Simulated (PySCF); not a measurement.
Peak assignment

Atoms are numbered as in `[CH2:1]1[CH2:2][C@H:3]2[CH2:4][CH2:5][C@@H:6]1[CH2:7]2`; H(Xn) means a hydrogen on atom n. Ha(C4), Ha(C5) are cis to C1 on the ring; Ha(C1), Ha(C2) are cis to C4 on the ring; Hb(C4), Hb(C5) are trans to C1 on the ring; Hb(C1), Hb(C2) are trans to C4 on the ring.

- structure optimised with PBE0-D3(BJ)/def2-SVP
- shieldings: GIAO B97-2/pcSseg-1
- couplings computed with B3LYP/pcJ-1 (without the spin–dipole term)
- code: PySCF 2.14.0 with density-fitted response routines
- rapidly exchanging positions averaged, gas phase, one computed conformer, relativity neglected

Scale: ¹³C (σref 183.69), ¹H (σref 31.38) vs TMS (reference shieldings calculated alike).

(1) Assign these signals to the numbered atoms. ¹³C{¹H} NMR (computed): δ 39.5, 38.6, 32.1.

(2) Assign these signals to the numbered atoms. ¹H NMR (400 MHz, computed): δ 1.93 (m, 2H), 1.46 (m, 4H), 1.07 (m, 4H), 1.04 (m, 2H).

Results:

(1) 
| δ (ppm) | atoms | environment | reason |
| --- | --- | --- | --- |
| 39.5 | C7 | sp3 CH2 in a ring | aliphatic region, no heteroatom directly attached |
| 38.6 | C3/C6 | sp3 CH in a ring | a saturated carbon with 3 carbon neighbours and no heteroatom attached |
| 32.1 | C1/C2/C4/C5 | sp3 CH2 in a ring | aliphatic region, no heteroatom directly attached |

C7 and C3/C6 lie closer than the usual error of such a calculation, so a measured spectrum could show them in the other order.

(2) 
```tsv
δ (ppm)	atoms	environment	reason
1.93	H(C3)/H(C6)	hydrogen on an sp3 CH in a ring	far from electronegative atoms and π systems
1.46	Hb(C1)/Hb(C2)/Hb(C4)/Hb(C5)	hydrogen on an sp3 CH2 in a ring	far from electronegative atoms and π systems
1.07	Ha(C1)/Ha(C2)/Ha(C4)/Ha(C5)	hydrogen on an sp3 CH2 in a ring	–
1.04	H(C7)	hydrogen on an sp3 CH2 in a ring	–
```

Ha(C1)/Ha(C2)/Ha(C4)/Ha(C5) and H(C7) lie closer than the usual error of such a calculation, so a measured spectrum could show them in the other order.

Multiplet labels drop couplings under 1 Hz and merge nearly equal ones. Couplings among chemically equivalent protons are left out too, so labels in AA′BB′ or AA′XX′ sets are apparent multiplicities. Unscaled 3J(H,H) at this level run about 10 % above measured values. Shifts are as computed. Against solution values, carbons near 30 ppm lie about +1 ppm off and those near 130 ppm about +2 ppm. Of 1211 compounds with measured shifts, 218 miss one by over three times the rms of a fit or turn the order of signals round; such compounds aren't used in these exercises.
